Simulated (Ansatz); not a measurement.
Gas-phase electronic energies from Ansatz, PBE0-D4/def2-TZVP geometries. CBS: MP2 limit from def2 TZ/QZ plus the TZ coupled-cluster correction, frozen cores. This one scheme is used for every species. DFT in def2-TZVPP. For Se outer-core shells are correlated without core-valence functions, which leaves a few kJ/mol of doubt a bond. Scalar relativity is left out up to krypton. Each species was taken in one conformer, which may not be the lowest.

`Cl[Si]([SeH])([SeH])[SeH]` + H₂ → `[SeH][SiH]([SeH])[SeH]` + HCl  (hydrogenolysis of the Si–Cl bond)

```csv
level,ΔE (kJ/mol),difference from CCSD(T)/CBS
PBE-D4,79.1,3.2
ωB97X-V,72.4,-3.5
B2PLYP,70.0,-5.9
r2SCAN,78.2,2.3
PBE0,67.8,-8.1
CCSD(T)/def2-TZVPP,68.7,-7.2
MP2/def2-QZVPP,86.7,10.8
SCS-MP2/def2-QZVPP,77.6,1.7
HF/CBS(def2),50.0,-25.9
MP2/CBS(def2),89.9,14.0
CCSD(T)/CBS,75.9,0
```

Largest T1 diagnostic among the species: 0.009.

The D4 term adds +14.5 kJ/mol with B3LYP and +7.7 kJ/mol with PBE0; it sums over pairs of atoms, weighted by their polarisabilities, and B3LYP, whose exchange is more repulsive, gets the larger term. In def2-TZVPP, CCSD(T) changes the Hartree–Fock value by +18.4 kJ/mol (the triples alone add +5.6 kJ/mol) and MP2 by +32.4 kJ/mol.

B3LYP here is the variant with VWN-RPA as its local correlation; programs differ in this.
